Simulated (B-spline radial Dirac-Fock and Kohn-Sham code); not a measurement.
## Run log: Co

ΔSCF core binding energies without Breit or QED terms, calculated with a radial atomic solver. Keys: rel is the Hamiltonian (dirac, or spin-free x2c and nr, where L3 and M5 stand for the whole 2p and 3d shells), method is hf or an exchange,correlation pair (spin-unpolarised, also for the hole states), nuc the nuclear model, radius_factor scales its radius, rmax is the box in bohr, h the logarithmic mesh step, order the B-spline order, points the quadrature points per cell, c_factor scales the speed of light, and damp, ndamp, maxit and tol steer the iteration. The run stops when the commutator error falls below 10·tol·max(1, Z/10), or the numerical noise floor, and the energy has settled to about 1e-8 Ha; the virial ratio is −V/T.

Input (task.json):

```json
{"items": [{"Z": 27, "q": 0, "cfg": [[1, 0, 2], [2, 0, 2], [2, 1, 6], [3, 0, 2], [3, 1, 6], [3, 2, 7], [4, 0, 2]], "A": 59, "rrms": 3.7875, "do": "settings", "holes": ["K", "L3", "M5"],
  "settings": [{"rel": "dirac", "method": "hf", "nuc": "fermi", "radius_factor": 1.0, "rmax": 45.0, "h": 0.3, "order": 8, "points": 10, "c_factor": 1.0, "maxit": 69, "damp": 0.97, "ndamp": 100, "tol": 1e-08}]}]}
```

Command: `python xray2_run.py task.json out`

Ground-state iterations:

```
iter   energy (Ha)        error
   1    -1389.37740535  1.00e+00
   2    -1390.07324481  3.28e-01
   3    -1390.25262422  3.12e-01
   4    -1390.41645130  2.97e-01
   5    -1390.56596641  2.82e-01
   6    -1390.70231839  2.68e-01
   7    -1390.82657127  2.54e-01
   8    -1390.93971040  2.41e-01
   9    -1391.04264802  2.29e-01
  10    -1391.13622849  2.17e-01
  11    -1391.22123296  2.05e-01
  12    -1391.29838379  1.95e-01
  13    -1391.36834858  1.84e-01
  14    -1391.43174392  1.74e-01
  15    -1391.48913890  1.65e-01
  23    -1391.78728544  1.04e-01
  31    -1391.91487552  6.38e-02
  39    -1391.96723811  3.85e-02
  47    -1391.98810922  2.28e-02
  55    -1391.99630813  1.32e-02
  63    -1391.99953405  7.53e-03
  69    -1392.00060443  5.94e-03
```

The ground state had not converged after 69 iterations, with total energy -1392.00060 Ha, virial ratio 1.98398 and highest orbital energy -7.31 eV. ΔSCF binding energies: K (1s) 7735.8 eV, L3 (2p3/2) 795.2 eV (not all states converged, so these are not final). Holes are computed only in closed shells, and unreliable hole states are left out.

Q: One setting is unsound. Which, and why?

A: damp is so close to 1 that the orbitals hardly move in each step. With the default settings (Dirac Hartree-Fock): The ground state converged in 11 iterations, with total energy -1392.00192 Ha, virial ratio 1.98458 and highest orbital energy -7.42 eV. ΔSCF binding energies: K (1s) 7735.3 eV, L3 (2p3/2) 794.8 eV. Holes are computed only in closed shells, and unreliable hole states are left out.
